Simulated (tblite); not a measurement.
**Question.** Write Cartesian coordinates for `C=C[SiH2][SiH2][SiH][SiH3]` [radical] as optimised with GFN2-xTB. (Doublet state.)

**Answer.** 
```xyz
17
C2H11Si4 angstrom
C      2.9244    1.1348    0.4720
C      1.6181    1.0608    0.2756
Si     0.8014    0.6041   -1.3537
Si    -0.1195   -1.5122   -1.1343
Si    -1.5296   -1.6925    0.6807
Si    -2.5824    0.0866    1.6773
H      3.3638    1.3826    1.4271
H      3.6237    0.9520   -0.3287
H      0.9610    1.2536    1.1167
H      1.8073    0.7549   -2.4113
H     -0.2328    1.6165   -1.6181
H     -0.7244   -1.8996   -2.4258
H      0.9577   -2.5122   -0.9823
H     -2.4630   -2.8351    0.5607
H     -1.7320    1.2757    1.5435
H     -3.8959    0.4812    1.1504
H     -2.7846   -0.1392    3.1134
```

Any rigid rotation of these coordinates is as good. Atoms count from 1 in this order. Si4 (silicon bonded to 2 Si and 2 H) is distorted tetrahedral (angles from 102.2° to 114.7°). The Si–Si distances run from 2.295 Å (Si5–Si6, drawn single) to 2.318 Å (Si3–Si4, drawn single), a spread of 0.023 Å. Si6 (silicon bonded to Si and 3 H) is distorted tetrahedral (angles from 105.5° to 117.6°). Si3 (silicon bonded to C, Si and 2 H) is distorted tetrahedral (angles from 106.4° to 115.7°).

Bonds between heavy atoms (Å): C1=C2 1.323, C2–Si3 1.879, Si3–Si4 2.318, Si4–Si5 2.305, Si5–Si6 2.295.

The geometry is computed with GFN2-xTB (gas phase). This method treats the open shell by occupation alone, without spin polarisation.

Point group: C1 (no symmetry element, even within 0.4 Å). Its lowest GFN2-xTB frequency is 11 cm⁻¹, too small to tell a flat minimum from a shallow saddle. Torsions: C1–C2–Si3–Si4 109°, C2–Si3–Si4–Si5 54°, Si3–Si4–Si5–Si6 23°.

One conformer stands for the species.
